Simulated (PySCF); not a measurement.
`C#CC1=C[C@@H](C#C)CC1`, C₉H₈

Geometry:
| atom | x (Å) | y (Å) | z (Å) |
| --- | --- | --- | --- |
| C1 | -3.620 | 0.133 | 0.676 |
| C2 | -2.446 | 0.171 | 0.424 |
| C3 | -1.081 | 0.194 | 0.086 |
| C4 | -0.145 | 0.993 | 0.597 |
| C5 | 1.211 | 0.710 | 0.006 |
| C6 | 2.033 | 0.012 | 0.981 |
| C7 | 2.686 | -0.581 | 1.790 |
| C8 | 0.885 | -0.178 | -1.218 |
| C9 | -0.512 | -0.750 | -0.944 |
| H10 | -4.642 | 0.111 | 0.912 |
| H11 | -0.286 | 1.729 | 1.368 |
| H12 | 1.732 | 1.630 | -0.285 |
| H13 | 3.272 | -1.093 | 2.493 |
| H14 | 0.862 | 0.443 | -2.114 |
| H15 | 1.632 | -0.958 | -1.360 |
| H16 | -0.459 | -1.758 | -0.522 |
| H17 | -1.129 | -0.796 | -1.842 |

Theory: GIAO PBE0/pcSseg-1 magnetisability, rotational g tensor and spin-rotation constants, non-relativistic, gas phase (PySCF 2.14.0). Geometry: GFN2-xTB.

Give the nuclear spin-rotation constants along the inertial axes (H = +C I·J) beside the isotropic shieldings.

Rotational constants 3.6073, 1.0266, 0.9104 GHz. A star marks the isotopologue with that one atom substituted, in its own axes.
| atom | isotope | Caa (kHz) | Cbb (kHz) | Ccc (kHz) | mean (kHz) | σ (ppm) |
| --- | --- | --- | --- | --- | --- | --- |
| H10 | 1H | 0.082 | -0.105 | -0.103 | -0.042 | 28.9 |
| H11 | 1H | -0.362 | 0.040 | -0.048 | -0.123 | 25.4 |
| H12 | 1H | -0.280 | -0.104 | 0.015 | -0.123 | 28.1 |
| H13 | 1H | -0.216 | -0.079 | -0.069 | -0.121 | 30.1 |
| H14 | 1H | -0.396 | -0.031 | -0.037 | -0.154 | 29.4 |
| H15 | 1H | -0.147 | -0.093 | -0.046 | -0.096 | 29.5 |
| H16 | 1H | -0.390 | -0.103 | 0.037 | -0.152 | 28.8 |
| H17 | 1H | -0.190 | -0.013 | -0.102 | -0.102 | 29.2 |
| C1 | 13C* | 0.533 | 0.301 | 0.283 | 0.372 | 95.2 |
| C2 | 13C* | 0.064 | 0.348 | 0.335 | 0.249 | 102.6 |
| C3 | 13C* | 1.401 | 0.349 | 0.202 | 0.651 | 54.3 |
| C4 | 13C* | 1.405 | 0.380 | 0.236 | 0.674 | 39.0 |
| C5 | 13C* | 0.592 | 0.172 | 0.172 | 0.312 | 147.5 |
| C6 | 13C* | 0.824 | 0.271 | 0.236 | 0.444 | 97.4 |
| C7 | 13C* | 0.765 | 0.252 | 0.211 | 0.409 | 109.8 |
| C8 | 13C* | 0.579 | 0.161 | 0.169 | 0.303 | 151.3 |
| C9 | 13C* | 0.604 | 0.170 | 0.175 | 0.316 | 146.9 |

For the geometry as given, no vibrational averaging.
